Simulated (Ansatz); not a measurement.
The cluster Mg2S3, relaxed as a singlet with RKS PBE0-D4/def2-SVP in Ansatz, starting from the GFN2-xTB geometry. Force threshold 0.02 eV/Å.

Another isomer (singlet) lies 0.06 eV lower at PBE0-D4/def2-TZVP; other spin states weren't run for this one.

Start:

Cartesian coordinates in Å:
```
Mg -0.531 -0.129 -1.547
Mg -0.308 -0.177 1.611
S 1.683 -0.218 -0.729
S -1.991 -0.814 0.132
S 1.147 1.338 0.533
```

| step | energy (eV) | largest force component (eV/Å) | SCF passes |
| --- | --- | --- | --- |
| 1 | -43367.7920 | 1.235 | 16 |
| 2 | -43368.0817 | 0.585 | 24 |
| 3 | -43368.1068 | 0.104 | 25 |
| 4 | -43368.1088 | 0.042 | 26 |
| 5 | -43368.1256 | 0.264 | 24 |
| 6 | -43368.1306 | 0.091 | 23 |
| 7 | -43368.1320 | 0.019 | 22 |
| 8 (rejected) | -43368.1296 | 0.191 | 23 |
| 9 | -43368.1325 | 0.031 | 24 |
| 10 | -43368.1326 | 0.001 | 15 |

Force components are those of the run's own axes.

End:

Cartesian coordinates in Å:
```
Mg -0.508 -0.372 -1.405
Mg -0.458 -0.015 1.470
S 1.755 -0.008 -0.956
S -2.151 -0.861 0.144
S 1.362 1.256 0.746
```

By distances, no bond broke or formed. The bond that changes most is S3–S5, from 2.07 to 2.16 Å (atoms count from 1).

The force fell under the threshold at step 7, but the optimiser went on. No frequencies were taken in this run, so the end may be a saddle point.

Run time 11 s (4 threads of Arm Neoverse V1 on a shared host).
